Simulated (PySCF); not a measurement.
Record of a relaxation.

Compound: C₃H₇OPSi.
SMILES with atom numbers: `[PH2:1][SiH2:2][C:3]1=[CH:4][O:5][CH2:6]1` (hydrogens: H7, H8 on P1; H9, H10 on Si2; H11 on C4; H12, H13 on C6)

Computed by this run: PBE0-D3(BJ)/def2-SVP geometry optimisation, gas phase in PySCF 2.14.0; density fitting, grid level 1; the optimiser is geomeTRIC in internal coordinates, started from a GFN2-xTB structure with every atom displaced at random (about 0.01 Å). 5 of its 14 geometries are shown. The frame can shift and turn from step to step; on so coarse a grid that alone can change the energy by a few meV, and forces under 0.02 eV/Å are noise.

Step 0: E = -22414.6202 eV, largest atomic force 3.301 eV/Å
```
atom  x, y, z in Å  |  force x, y, z in eV/Å
P1      2.618    0.371   -0.615   -0.884   0.463  -1.395
Si2     0.954   -0.881    0.229   -0.496   0.973   0.238
C3     -0.649    0.011   -0.139    1.987  -1.458   0.634
C4     -0.995    1.164   -0.709   -2.860  -1.454   0.774
O5     -2.382    0.987   -0.567    0.361   1.127  -0.353
C6     -2.103   -0.266    0.079    0.197   0.272  -0.464
H7      2.462    1.418    0.300   -0.172   0.510   0.416
H8      3.622   -0.194    0.110    1.189  -0.815   0.844
H9      1.006   -2.167   -0.438    0.013  -0.829  -0.394
H10     1.072   -1.112    1.689    0.043  -0.088   0.265
H11    -0.606    2.024   -1.163    0.746   1.415  -0.774
H12    -2.445   -0.282    1.118   -0.124   0.052   0.218
H13    -2.548   -1.091   -0.491    0.000  -0.168  -0.009
```

Step 3: E = -22414.8673 eV, largest atomic force 0.092 eV/Å
```
atom  x, y, z in Å  |  force x, y, z in eV/Å
P1      2.575    0.403   -0.755   -0.070   0.031  -0.040
Si2     0.965   -0.908    0.157    0.001  -0.010  -0.011
C3     -0.636   -0.038   -0.112   -0.061   0.037  -0.003
C4     -1.051    1.080   -0.751   -0.011  -0.037   0.003
O5     -2.378    1.049   -0.461    0.038  -0.023  -0.024
C6     -2.096   -0.175    0.268   -0.010  -0.028   0.036
H7      2.413    1.416    0.239    0.013   0.028   0.031
H8      3.638   -0.238   -0.055    0.055  -0.043   0.020
H9      1.004   -2.230   -0.542    0.011  -0.027  -0.005
H10     1.182   -1.179    1.614   -0.001   0.011   0.003
H11    -0.630    1.879   -1.363    0.042   0.073  -0.036
H12    -2.348   -0.057    1.332   -0.011   0.000   0.031
H13    -2.650   -1.019   -0.171    0.004  -0.012  -0.004
```

Step 6: E = -22414.8730 eV, largest atomic force 0.125 eV/Å
```
atom  x, y, z in Å  |  force x, y, z in eV/Å
P1      2.539    0.501   -0.708    0.051  -0.003   0.059
Si2     0.966   -0.878    0.171    0.018   0.002  -0.021
C3     -0.652   -0.039   -0.100    0.101  -0.048   0.024
C4     -1.073    1.051   -0.781    0.031  -0.006  -0.038
O5     -2.402    1.003   -0.510   -0.080   0.004   0.018
C6     -2.112   -0.193    0.270    0.013   0.122  -0.020
H7      2.510    1.398    0.408    0.003  -0.048  -0.032
H8      3.639   -0.257   -0.191   -0.063   0.042  -0.032
H9      1.051   -2.187   -0.556    0.008   0.031   0.020
H10     1.195   -1.163    1.623   -0.026  -0.009   0.002
H11    -0.647    1.843   -1.411   -0.067  -0.080   0.069
H12    -2.379   -0.034    1.327    0.009  -0.020  -0.044
H13    -2.647   -1.063   -0.142    0.004   0.012  -0.005
```

Step 10: E = -22414.8763 eV, largest atomic force 0.037 eV/Å
```
atom  x, y, z in Å  |  force x, y, z in eV/Å
P1      2.528    0.601   -0.629   -0.018   0.006  -0.008
Si2     0.976   -0.845    0.172   -0.003   0.005   0.015
C3     -0.656   -0.038   -0.107   -0.022  -0.006  -0.030
C4     -1.104    1.019   -0.823   -0.015  -0.004   0.015
O5     -2.432    0.957   -0.541    0.015   0.006  -0.012
C6     -2.114   -0.206    0.270    0.005  -0.021   0.025
H7      2.593    1.356    0.581    0.000   0.011   0.011
H8      3.635   -0.231   -0.282    0.018  -0.013   0.007
H9      1.116   -2.126   -0.590    0.004  -0.004  -0.011
H10     1.162   -1.172    1.621    0.003  -0.002  -0.001
H11    -0.704    1.794   -1.481    0.017   0.020  -0.017
H12    -2.382   -0.028    1.323   -0.002   0.002   0.009
H13    -2.630   -1.098   -0.117   -0.001  -0.001  -0.003
```

Step 13: E = -22414.8769 eV, largest atomic force under 0.02 eV/Å
```
atom  x, y, z in Å  |  force x, y, z in eV/Å
P1      2.534    0.627   -0.570    0.004   0.003   0.000
Si2     0.979   -0.855    0.149   -0.003  -0.006  -0.003
C3     -0.654   -0.053   -0.141   -0.009   0.003   0.016
C4     -1.106    1.004   -0.854    0.011   0.000  -0.012
O5     -2.428    0.954   -0.548   -0.006   0.009  -0.004
C6     -2.105   -0.206    0.266    0.006  -0.013   0.000
H7      2.533    1.374    0.648   -0.001  -0.003  -0.001
H8      3.645   -0.186   -0.187   -0.003   0.003   0.000
H9      1.156   -2.110   -0.650    0.000   0.003   0.001
H10     1.128   -1.225    1.592    0.002  -0.001  -0.001
H11    -0.709    1.773   -1.523   -0.002  -0.002   0.009
H12    -2.351   -0.018    1.323    0.002   0.003  -0.005
H13    -2.637   -1.096   -0.104   -0.001   0.003   0.000
```

Problem. Summarise the path.

Solution. The energy falls by 0.2567 eV from step 0 to step 13; nine tenths of that is first reached at step 2. It falls at every step. The largest force goes from 3.301 to under 0.02 eV/Å. Among the bonds P1–H8 changes most, from 1.361 to 1.429 Å; the atoms move by 0.256 Å rms after alignment.

What follows is the cost of the whole optimisation. The run took 95 s of wall time on an Arm Neoverse V1 with one thread, no GPU, shared host with 32 logical CPUs at a one-minute load of 26, and the process peaked at 0.53 GiB of memory.
